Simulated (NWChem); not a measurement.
System: AlHOClF; SMILES [OH][Al]([F])[Cl]

NWChem input:

```
start job
memory heap 200 mb stack 900 mb global 1100 mb
geometry units angstroms
  Al     0.149767     0.149922    -0.350432
  F      1.793322     0.286421    -0.475966
  Cl    -0.700718    -0.571980     1.326015
  O     -0.770204     0.614379    -1.625181
  H     -0.938394     0.954463    -2.491737
end
basis spherical
  * library def2-svp
end
dft
  xc pbe0
  iterations 150
end
driver
  maxiter 120
end
task dft optimize
task dft freq
```

Excerpt of the output:

```
             Northwest Computational Chemistry Package (NWChem) 7.3.0
             --------------------------------------------------------

 CS  symmetry detected

                             Geometry "geometry" -> ""
                             -------------------------

 Output coordinates in angstroms (scale by  1.889725989 to convert to a.u.)

  No.       Tag          Charge          X              Y              Z
 ---- ---------------- ---------- -------------- -------------- --------------
    1 Al                  13.0000     0.00053341     0.38092090     0.00000000
    2 F                    9.0000     1.40141473     1.26023566     0.00000000
    3 Cl                  17.0000     0.04579707    -1.63225877     0.00000000
    4 O                    8.0000    -1.42608216     1.18827404     0.00000000
    5 H                    1.0000    -1.98955977     1.94811419     0.00000000

 Effective nuclear repulsion energy (a.u.)     201.2721839911

      Symmetry information
      --------------------

 Group name             Cs
 Group number              2
 Group order               2
 No. of unique centers     5

                                Z-matrix (autoz)
                                --------

 Units are Angstrom for bonds and degrees for angles

      Type          Name      I     J     K     L     M      Value
      ----------- --------  ----- ----- ----- ----- ----- ----------
    1 Stretch                  1     2                       1.65398
    2 Stretch                  1     3                       2.01369
    3 Stretch                  1     4                       1.63922
    4 Stretch                  4     5                       0.94597
    5 Bend                     1     4     5               156.06614
    6 Bend                     2     1     3               120.82795
    7 Bend                     2     1     4               118.37757
    8 Bend                     3     1     4               120.79448
    9 Torsion                  2     1     4     5          -0.00000
   10 Torsion                  3     1     4     5         180.00000

                           NWChem Geometry Optimization
                           ----------------------------

[...]

      ----------------------
      Optimization converged
      ----------------------

  Step       Energy      Delta E   Gmax     Grms     Xrms     Xmax
  ---- ---------------- -------- -------- -------- -------- --------
@    9    -877.69626401 -1.2D-07  0.00010  0.00003  0.00015  0.00034
                                     ok       ok       ok       ok

                                Z-matrix (autoz)
                                --------

 Units are Angstrom for bonds and degrees for angles

      Type          Name      I     J     K     L     M      Value     Gradient
      ----------- --------  ----- ----- ----- ----- ----- ---------- ----------
    1 Stretch                  1     2                       1.65508   -0.00010
    2 Stretch                  1     3                       2.07473    0.00001
    3 Stretch                  1     4                       1.68153    0.00001
    4 Stretch                  4     5                       0.95822   -0.00000
    5 Bend                     1     4     5               126.36805    0.00000
    6 Bend                     2     1     3               118.98646    0.00002
    7 Bend                     2     1     4               121.67216    0.00000
    8 Bend                     3     1     4               119.34139   -0.00002
    9 Torsion                  2     1     4     5          -0.00000    0.00000
   10 Torsion                  3     1     4     5         180.00000    0.00000

                         Geometry "geometry" -> "geometry"
                         ---------------------------------

 Output coordinates in angstroms (scale by  1.889725989 to convert to a.u.)

[...]

 Rotational Constants
 --------------------
 A=   0.219962 cm-1  (  0.316470 K)
 B=   0.106368 cm-1  (  0.153036 K)
 C=   0.071697 cm-1  (  0.103154 K)

 Temperature                      =   298.15K
 frequency scaling parameter      =   1.0000

 Zero-Point correction to Energy  =   11.292 kcal/mol  (  0.017996 au)
 Thermal correction to Energy     =   14.604 kcal/mol  (  0.023273 au)
 Thermal correction to Enthalpy   =   15.196 kcal/mol  (  0.024216 au)

 Total Entropy                    =   74.420 cal/mol-K
   - Translational                =   39.639 cal/mol-K (mol. weight =  97.9515)
   - Rotational                   =   26.355 cal/mol-K (symmetry #  =        1)
   - Vibrational                  =    8.426 cal/mol-K

 Cv (constant volume heat capacity) =   16.274 cal/mol-K
   - Translational                  =    2.979 cal/mol-K
   - Rotational                     =    2.979 cal/mol-K
   - Vibrational                    =   10.316 cal/mol-K

[normal modes left out]

 ----------------------------------------------------------------------------
 Normal Eigenvalue ||           Projected Infra Red Intensities
  Mode   [cm**-1]  || [atomic units] [(debye/angs)**2] [(KM/mol)] [arbitrary]
 ------ ---------- || -------------- ----------------- ---------- -----------
    1       -0.000 ||    0.000161           0.004         0.156       0.026
    2       -0.000 ||    0.000417           0.010         0.407       0.068
    3       -0.000 ||    0.000778           0.018         0.759       0.127
    4        0.000 ||    0.000001           0.000         0.001       0.000
    5        0.000 ||    0.000413           0.010         0.403       0.067
    6        0.000 ||    0.000098           0.002         0.096       0.016
    7      191.228 ||    0.005378           0.124         5.243       0.874
    8      224.839 ||    0.043442           1.002        42.349       7.060
    9      260.471 ||    0.042629           0.983        41.556       6.928
   10      344.099 ||    0.181303           4.183       176.743      29.464
   11      509.949 ||    0.071815           1.657        70.009      11.671
   12      553.154 ||    0.133636           3.083       130.275      21.718
   13      853.494 ||    0.177403           4.093       172.941      28.831
   14      975.119 ||    0.124556           2.874       121.423      20.242
   15     3990.636 ||    0.140963           3.252       137.418      22.909
 ----------------------------------------------------------------------------
```

Level: PBE0/def2-SVP.
